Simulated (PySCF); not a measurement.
The dipole of `O=C(O)c1ccc(F)cc1` from its density and from atomic charges.

Coordinates (GFN2-xTB, Å) and charges (e) from the PBE0/pcSseg-1 density (PySCF):

```csv
atom,x,y,z,Mulliken,IAO,Hirshfeld,ESP-fitted
O1,2.544,-1.539,-0.143,-0.4099,-0.4734,-0.2713,-0.5456
C2,2.053,-0.443,-0.248,+0.6066,+0.5240,+0.2041,+0.6827
O3,2.802,0.662,-0.390,-0.3758,-0.4850,-0.1658,-0.6102
C4,0.598,-0.170,-0.234,-0.4350,-0.0788,-0.0276,-0.0650
C5,-0.275,-1.247,-0.088,+0.0667,-0.1135,-0.0273,-0.1159
C6,-1.639,-1.041,-0.070,-0.1294,-0.1920,-0.0606,-0.2947
C7,-2.114,0.254,-0.201,+0.3425,+0.3127,+0.1021,+0.3918
F8,-3.443,0.464,-0.185,-0.2758,-0.2624,-0.0784,-0.1996
C9,-1.268,1.340,-0.347,-0.1341,-0.1933,-0.0627,-0.2959
C10,0.096,1.123,-0.363,+0.0768,-0.1221,-0.0342,-0.1236
H11,3.742,0.420,-0.391,+0.2467,+0.3767,+0.1900,+0.4470
H12,0.138,-2.239,0.010,+0.0974,+0.1816,+0.0575,+0.1709
H13,-2.334,-1.858,0.043,+0.1150,+0.1749,+0.0614,+0.1915
H14,-1.682,2.331,-0.446,+0.1142,+0.1738,+0.0602,+0.1897
H15,0.778,1.951,-0.474,+0.0941,+0.1768,+0.0530,+0.1770
```

Compute μ = Σ q r for each scheme (1 e·Å = 4.803 D) and compare with the dipole of the full density.

The full density gives (0.35, 1.45, -0.17) D, 1.50 D in size; dipole vectors point from the negative to the positive end.

```
    scheme    μx    μy     μz  size (D)  share of the full size (%)  angle to the full dipole (°)
  Mulliken  0.17  1.09  -0.12      1.10                          74                             5
       IAO  0.76  1.29  -0.16      1.50                         100                            17
 Hirshfeld  0.00  1.28  -0.14      1.29                          86                            13
ESP-fitted  0.33  1.46  -0.17      1.51                         100                             1
```

Which set comes closest?

Length of the difference vector: ESP-fitted 0.01 D, Hirshfeld 0.38 D, Mulliken 0.41 D, IAO 0.45 D. Closest: ESP-fitted. 

What is left for the Hirshfeld atoms' own dipoles?

The shares of the density sum to the whole, so what Σ q r misses lies in dipoles about the nuclei. The atomic dipoles sum to (0.35, 1.45, -0.17) − (0.00, 1.28, -0.14) = (0.35, 0.17, -0.02) D, 0.38 D in size.

With the origin at the mean of the coordinates, (0.000, 0.001, -0.235) Å, which are the largest single terms, by size, of the Hirshfeld dipole along the direction of the full one?

O1 +1.19, H11 +1.17, O3 -1.04, H13 -0.70, H12 -0.60 D; all 15 atoms together +1.25 D. The single terms depend on the origin, their sum doesn't.

Give the size of the full dipole in other units.

1.50 D = 0.590 au = 0.312 e·Å = 5.00 × 10⁻³⁰ C·m.

The structure is a single GFN2-xTB conformer in the gas phase; no vibrational or solvent corrections.

These values come from a run that also computed NMR shieldings. Hardware: x86-64 server, one thread (shared host). Cost: 31 s wall.

Conformer computed: `[O:1]=[C:2]([OH:3])[c:4]1[cH:5][cH:6][c:7]([F:8])[cH:9][cH:10]1`: O1–C2–C4–C5 0°, H–O3–C2–O1 0°.
